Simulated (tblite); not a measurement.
Start geometry of `[S]c1ccc(cc1)NC` [radical] from a force field or distance geometry (Å):
```
atom  x, y, z in Å
C1     2.641   -0.335   -0.620
N2     1.689    0.511    0.070
C3     0.340    0.258    0.126
C4    -0.498    1.149    0.825
C5    -1.883    0.942    0.917
C6    -2.465   -0.146    0.269
S7    -4.237   -0.404    0.362
C8    -1.656   -1.029   -0.435
C9    -0.273   -0.832   -0.510
H10    3.638    0.072   -0.497
H11    2.410   -0.368   -1.692
H12    2.631   -1.352   -0.213
H13    2.033    1.322    0.580
H14   -0.070    2.001    1.339
H15   -2.502    1.651    1.469
H16   -2.112   -1.886   -0.928
H17    0.307   -1.542   -1.073
```

What comes out of this run: GFN2-xTB geometry optimisation, gas phase (tblite 0.8.0)?

```
atom  x, y, z in Å
C1     2.6113   -0.3314   -0.6142
N2     1.6550    0.4934    0.0732
C3     0.3172    0.2615    0.1236
C4    -0.5065    1.1509    0.8386
C5    -1.8594    0.9549    0.9118
C6    -2.4580   -0.1444    0.2724
S7    -4.1472   -0.3920    0.3601
C8    -1.6370   -1.0332   -0.4395
C9    -0.2810   -0.8376   -0.5153
H10    3.6045    0.0907   -0.4820
H11    2.3920   -0.3768   -1.6852
H12    2.6102   -1.3504   -0.2158
H13    1.9965    1.3006    0.5675
H14   -0.0530    1.9989    1.3330
H15   -2.4854    1.6410    1.4615
H16   -2.0939   -1.8790   -0.9307
H17    0.3276   -1.5349   -1.0689
```

The energy falls by 3.2 kcal/mol over 20 L-BFGS steps, the largest force on an atom goes from 1.57 to 0.009 eV/Å, and the atoms move by 0.033 Å rms after alignment. The bond that changes most is C6–S7 (ends: carbon bonded to 2 C and S; sulfur bonded to C), which shortens by 0.084 Å. Bonds longer at the end by more than 0.005 Å: 2 of 17; shorter: 8. Rotational constants go from 4844, 682.6, 600.6 to 4830, 707.7, 619.7 MHz. The orientation of the end geometry is arbitrary; only internal coordinates are fixed.

Hardware: Arm Neoverse V1, one thread, shared host. Cost: 0.16 s wall.

GFN2-xTB frequencies show an imaginary mode (48i cm⁻¹), so the point is no minimum at that level.

One conformer stands for the species.

All values are computed, not measured.
